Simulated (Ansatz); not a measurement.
Consider the ligand exchange at the Si–S bond: `CO[SiH](F)S[SiH2]Cl` + H–F → `F[SiH2]Cl` + `CO[SiH](F)S`.

Isolated molecules relaxed with PBE0-D4/def2-TZVP in Ansatz; ΔE leaves out vibrations. CBS: MP2 limit from def2 TZ/QZ plus the TZ coupled-cluster correction, frozen cores. This one scheme is used for every species. DFT in def2-TZVPP. B3LYP here is the variant with VWN-RPA as its local correlation; programs differ in this. One conformer a species, not always the lowest.

Question: Is it downhill or uphill in electronic energy at CCSD(T)/CBS, and by how much? (Estimate.)

Answer: Computed: Downhill: ΔE = -15.8 kcal/mol.

Question: What do these levels give: B3LYP-D4, B2PLYP, PBE, PBE0, SCS-MP2/def2-TZVPP, SCS-MP2/def2-QZVPP? (Best estimate.)

Answer: Ansatz gave: B3LYP-D4 -16.9, B2PLYP -19.4, PBE -15.9, PBE0 -16.0, SCS-MP2/def2-TZVPP -17.9, SCS-MP2/def2-QZVPP -17.4 kcal/mol.

Largest T1 diagnostic among the species: 0.012.

The D4 term adds +4.1 kcal/mol with B3LYP and +2.3 kcal/mol with PBE0; it sums over pairs of atoms, weighted by their polarisabilities, and B3LYP, whose exchange is more repulsive, gets the larger term. In def2-TZVPP, CCSD(T) changes the Hartree–Fock value by +6.9 kcal/mol (the triples alone add +1.3 kcal/mol) and MP2 by +8.5 kcal/mol.
